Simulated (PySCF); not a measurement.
PySCF input for Ge(F)(Br)2(NH2) (Br₂FGeH₂N), SMILES [NH2][Ge]([F])([Br])[Br], PBE/pcSseg-1. Geometry: PBE-D3(BJ)/def2-SVP. The values are those of a single conformer.

```python
import numpy as np
from pyscf import gto, scf, dft
from pyscf.prop.nmr import rks as nmr

mol = gto.M(
    atom='''
    N     2.18100076   -0.37430964    0.54171642
    Ge    0.36976978   -0.19019420    0.44182766
    F    -0.28140497   -0.62585533    2.00212396
    Br   -0.11842816    2.01658192    0.02064731
    Br   -0.73063564   -1.57385243   -1.05590908
    H     2.48850247   -1.35089557    0.45055233
    H     2.66173733    0.19444349   -0.16600554
    ''',
    basis='pcSseg-1',
    charge=0,
    spin=0,
    max_memory=1600,
    verbose=3,
)
mf = dft.RKS(mol, xc='pbe').density_fit(auxbasis='def2-universal-jkfit')
mf.grids.level = 3
mf.conv_tol = 1e-10
mf.max_cycle = 100
mf.kernel()
n = nmr.NMR(mf)
n.verbose = 2
n.max_cycle_cphf = 60
sigma = n.kernel()
print('atom   isotropic/ppm   span/ppm')
for i, s in enumerate(sigma):
    w = np.linalg.eigvalsh((s + s.T) / 2)
    print(f'{mol.atom_symbol(i):2s}{i + 1:3d} {w.mean():14.3f} {w[2] - w[0]:11.3f}')
```

Output:

```
converged SCF energy = -7379.26379363455
atom   isotropic/ppm   span/ppm
N   1        181.454     109.444
Ge  2       1135.897      69.289
F   3        219.422     198.863
Br  4       2190.372    1090.673
Br  5       2081.945    1174.687
H   6         29.157      17.857
H   7         28.928      15.474
```

The calculation finished and met its thresholds.

Cost: very roughly 80 core-seconds.
